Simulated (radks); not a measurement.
Excited configurations of Ba LIV: one electron is placed in a higher orbital outside [He]. The ground configuration is [He] 2s1. Method: Dirac Kohn-Sham, PBE, spin-unpolarised, spherical densities, point nucleus; open shells fill j = l - 1/2 first; computed with a radial shooting solver on a logarithmic mesh with Libxc functionals. Excitation = E - E(ground); binding = E(ion) - E, where the ion is the core of charge +54; n* = 54/sqrt(2 binding) in atomic units. These energies are relativistic, and a one-electron ion of charge +54 with no core already has n* below n in this formula (Dirac formula, point nucleus: 4d3/2 3.975, 4f5/2 3.989, 5s1/2 4.931, 5d3/2 4.973, 5f5/2 4.986, 6p1/2 5.929, 7d3/2 6.969). The quantum defect is therefore taken as that value minus n*, so that it holds no relativistic shift of the bare ion.

| outer orbital | excitation (eV) | binding (eV) | quantum defect | eigenvalue (eV) |
|---|---|---|---|---|
| 4d3/2 | 8110.4 | 2511.3 | 0.001 | -2486.7 |
| 4f5/2 | 8133.4 | 2488.4 | -0.004 | -2459.9 |
| 5s1/2 | 8975.9 | 1645.8 | 0.021 | -1632.6 |
| 5d3/2 | 9015.0 | 1606.7 | 0.003 | -1592.4 |
| 5f5/2 | 9026.4 | 1595.4 | -0.001 | -1579.9 |
| 6p1/2 | 9488.1 | 1133.7 | 0.013 | -1124.6 |
| 7d3/2 | 9803.1 | 818.71 | 0.008 | -812.14 |

The Delta-SCF ionisation energy is 10621.8 eV (NIST Atomic Spectra Database: 10616.4 eV, theoretical). Self-interaction in the functional shifts the binding energies and quantum defects, so they are the method's values and not measured ones. Spin polarisation and multiplet splitting are left out, so open shells lie too high by an amount that depends on their filling. Nuclear size, the Breit interaction and QED, all absent here, shift the 1s and 2s values of heavy ions.

Beside tabulated values, note that spin-unpolarised runs miss the spin-polarisation part of the exchange energy of open shells.
